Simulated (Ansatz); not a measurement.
Cl2HOY (`[OH][Y]([Cl])[Cl]`). The species carries charge 0 and has multiplicity 1. Y takes the def2 core potential. The structure was optimised at the PBE0-D4/def2-TZVP level. It is one conformer, not always the lowest.

```xyz
5

O     0.983   -0.961    0.531
Y    -0.337    0.331   -0.183
Cl   -0.982    0.186   -2.555
Cl   -1.282    2.028    1.332
H     1.618   -1.584    0.875
```

Task: What is the dipole moment at PBE/def2-TZVPP? (An estimate is asked.)

Result: The calculation gave: 3.06 D, with components (2.05, -1.99, 1.10) D in this frame, pointing from negative to positive charge.

Task: And with r2SCAN, B3LYP, ωB97M-V? (Best estimate.)

Result: Computed: r2SCAN 3.11 D, B3LYP 3.07 D, ωB97M-V 3.09 D.

Task: Give the Mulliken charges with PBE, ωB97M-V, r2SCAN in def2-TZVPP. (Estimate.)

Result: Ansatz gave: 
```tsv
atom	PBE	ωB97M-V	r2SCAN
O1	-0.51	-0.53	-0.59
Y2	0.99	0.98	1.10
Cl3	-0.34	-0.31	-0.36
Cl4	-0.34	-0.31	-0.36
H5	0.19	0.18	0.21
```

B3LYP here is the variant with VWN-RPA as its local correlation; programs differ in this.
